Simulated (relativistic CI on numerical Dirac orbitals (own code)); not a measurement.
Ligand-field terms of d4

Computed with a parametric ligand-field model of a d^n configuration (Racah B and C, spin-orbit zeta, crystal field), exact diagonalisation.

Field parameters in Wybourne normalisation: Oh B⁴₀ = 21Dq, B⁴₄ = √(5/14) B⁴₀. The field is a parameter set, without covalency.

(1) Lowest levels for B = 590, C = 2080, ζ = 3150 cm⁻¹, Oh, 10Dq = 28900 cm⁻¹?

(2) Lowest levels for B = 520, C = 2390, ζ = 330 cm⁻¹, Oh, 10Dq = 16300 cm⁻¹?

(3) Lowest levels for B = 560, C = 2010, ζ = 260 cm⁻¹, Oh, 10Dq = 13900 cm⁻¹?

(4) Lowest levels for B = 570, C = 2690, ζ = 80 cm⁻¹, Oh, 10Dq = 37550 cm⁻¹?

(5) Lowest levels for B = 720, C = 2880, ζ = 700 cm⁻¹, Oh, 10Dq = 28700 cm⁻¹?

Answers

(1) A1 0 (S 1.01), T1 3511 (S 1.06), T2 5884 (S 0.90), E 6052 (S 0.97), T2 13007 (S 0.36), E 13545 (S 0.29), A2 21296 (S 1.97), T2 21395 (S 1.95), E 21511 (S 1.93) cm⁻¹, with S from ⟨S²⟩ = S(S + 1). The ground level has 0.11 electrons in the cubic e pair.

(2) A1 0 (S 1.04), T1 197 (S 1.04), E 515 (S 1.03), T2 535 (S 1.02), A2 2463 (S 2.00), T2 2487 (S 1.99), E 2510 (S 1.98), T1 2525 (S 1.98), A1 2540 (S 1.97) cm⁻¹, with S from ⟨S²⟩ = S(S + 1). The ground level has 0.07 electrons in the cubic e pair.

(3) A1 0 (S 1.06), T1 155 (S 1.06), E 405 (S 1.05), T2 426 (S 1.03), A2 1676 (S 2.00), T2 1699 (S 1.98), E 1722 (S 1.97), T1 1736 (S 1.97), A1 1750 (S 1.96) cm⁻¹, with S from ⟨S²⟩ = S(S + 1). The ground level has 0.08 electrons in the cubic e pair.

(4) A1 0 (S 1.00), T1 40 (S 1.00), E+T2 118 (S 1.00), T2 8030 (S 0.00), E 8664 (S 0.00), A1 18686 (S 0.00), A2 21278 (S 2.00), T2 21278 (S 2.00), E 21278 (S 2.00) cm⁻¹, with S from ⟨S²⟩ = S(S + 1). The ground level has 0.01 electrons in the cubic e pair.

(5) A1 0 (S 1.01), T1 436 (S 1.01), E 1106 (S 1.00), T2 1109 (S 1.00), T2 9427 (S 0.02), E 10428 (S 0.02), A2 11667 (S 2.00), T2 11682 (S 2.00), E 11697 (S 1.99) cm⁻¹, with S from ⟨S²⟩ = S(S + 1). The ground level has 0.03 electrons in the cubic e pair.
